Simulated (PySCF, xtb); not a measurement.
AuCl, SMILES [Cl][Au], multiplicity 1.

Harmonic wavenumbers (cm⁻¹) from GFN2-xTB in xtb at its own minimum, in rising order: 292.

Task: What does PySCF 2.14.0 with B3LYP-D3(BJ)/def2-TZVPD give at its own minimum? (An estimate is asked for; the answer gives what the named calculation found.)

Result: 347. Paired by order, the mean absolute difference is 55 cm⁻¹ and the zero-point energies are 0.4 and 0.5 kcal/mol.
